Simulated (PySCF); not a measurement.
## Computed structure and properties of [OsO(OH)5]+

System: [OsO(OH)5]+ (singlet); start: template (C1). Method: PySCF 2.14.0, RKS TPSS, Os def2-SVP with ECP60, O def2-SVP, H def2-SVP; non-relativistic Hamiltonian with scalar-relativistic core potentials where named; density fitting; no spin-orbit coupling.

Input of the relaxation:

```python
mol = gto.M(atom='''
Os    -0.00031     0.00116     0.02298
O     -0.00031     0.00116     1.48818
O     -0.00031     0.00116    -1.71942
H      0.09029    -0.33694    -2.61942
O      1.74209     0.00116     0.02298
H      2.64209    -0.33694     0.11358
O     -0.00031     1.74356     0.02298
H      0.33779     2.64356     0.11358
O     -1.74271     0.00116     0.02298
H     -2.64271     0.33926     0.11358
O     -0.00031    -1.74124     0.02298
H     -0.33841    -2.64124     0.11358''',
    basis={'Os': 'def2-SVP', 'O': 'def2-SVP', 'H': 'def2-SVP'},
    ecp={'Os': 'def2-SVP'},
    charge=1, spin=0)
mf = dft.RKS(mol, xc='TPSS')
mf.grids.atom_grid = (50, 194)
mf = mf.density_fit()  # fitting sets: Os def2-universal-JKFIT, O def2-universal-JKFIT, H def2-universal-JKFIT
mf.conv_tol = 1e-08; mf.max_cycle = 55
mf.kernel(dm0)  # dm0: converged density of the start geometry
# quasi-Newton relaxation in Cartesian coordinates to a largest gradient under 0.00045 Eh/bohr, steps kept in the point group
```

Run from Python with OMP_NUM_THREADS=4; the lines above give its settings. Where DIIS fails, smearing, a level shift and second-order steps follow.
It took 6.1 min on 4 threads of Arm Neoverse V2 (shared host), from the converged density of the start.

Course of the relaxation:

```tsv
step	energy above end (eV)	largest force component within the symmetry (eV/Å)
0	6.1974	27.620
1	2.2930	5.136
2	1.5025	1.125
3	1.2532	1.257
4	1.1461	2.021
5	0.9877	1.191
6	0.8199	0.828
7	0.6320	1.332
44	0.0007	0.040
45	0.0004	0.037
46	0.0003	0.025
47	0.0001	0.024
48	0.0001	0.018
49	0.0000	0.014
```
(The steps between are left out.)

Relaxed geometry (C1):

```xyz
12

Os   -0.0703   -0.1222   -0.0290
O     0.2722   -0.7541    1.5276
O    -0.0004   -0.0020   -1.9114
H     0.2821   -0.7400   -2.5015
O     1.7754    0.3689   -0.1583
H     2.2745    0.3258    0.6923
O    -0.2984    1.7920    0.1470
H     0.5269    2.3089   -0.0012
O    -1.9158    0.0911    0.1675
H    -2.2857    1.0087    0.1959
O    -0.2305   -1.9715   -0.5730
H    -0.2433   -2.6298    0.1625
```

```tsv
contact	Å
Os1–O2 (O)	1.715
Os1–O3 (OH)	1.887
Os1–O5 (OH)	1.914
Os1–O7 (OH)	1.936
Os1–O9 (OH)	1.868
Os1–O11 (OH)	1.934
```

On the finer grid (75, 302):

The HOMO is -13.24 eV. The LUMO is -11.26 eV, the dipole about the centre of mass is 1.39 D and the set of Mulliken populations of Os1 outside the core potential is s 2.53, p 6.48, d 5.55, f 0.22. The D3(BJ) dispersion energy (not in the energies) is -0.340 eV.

| atom | Mulliken (e) | Löwdin (e) | spin (e) |
| --- | --- | --- | --- |
| Os1 | 1.22 | 0.31 | 0.00 |
| O2 | -0.21 | 0.02 | 0.00 |
| O3 | -0.26 | 0.02 | 0.00 |
| H4 | 0.28 | 0.16 | 0.00 |
| O5 | -0.28 | -0.02 | 0.00 |
| H6 | 0.27 | 0.15 | 0.00 |
| O7 | -0.32 | -0.07 | 0.00 |
| H8 | 0.27 | 0.14 | 0.00 |
| O9 | -0.25 | 0.03 | 0.00 |
| H10 | 0.29 | 0.16 | 0.00 |
| O11 | -0.29 | -0.04 | 0.00 |
| H12 | 0.27 | 0.15 | 0.00 |

No frequency check is given here.

Rigid scan of O along the line from its metal, all other atoms held (where the atom bridges, its other bond changes as well):

```csv
distance to O2 (Å),energy (eV)
1.41,4.012
1.51,1.450
1.61,0.297
1.71,0.000
1.81,0.206
1.91,0.691
2.01,1.314
2.16,2.328
```

Taking off one OH (charge -1, singlet; the rest: singlet) in vacuum, both parts rigid, costs 19.08 eV; the small basis without counterpoise inflates it. Most of it is the attraction of opposite charges; other ways to part are cheaper, and one spin state was tried for the rest.

Rigid scan of OH along the line from its metal, all other atoms held (where the atom bridges, its other bond changes as well):

distance to O3 (Å), energy (eV) and a bar:
```
     1.59      2.098 ##############################
     1.69      0.768 ###########
     1.79      0.159 ##
     1.89      0.000 
     1.99      0.112 ##
     2.09      0.378 #####
     2.29      1.102 ################
```

One start shape was tried, so this needn't be the lowest isomer.

No other spin state of this charge was computed.
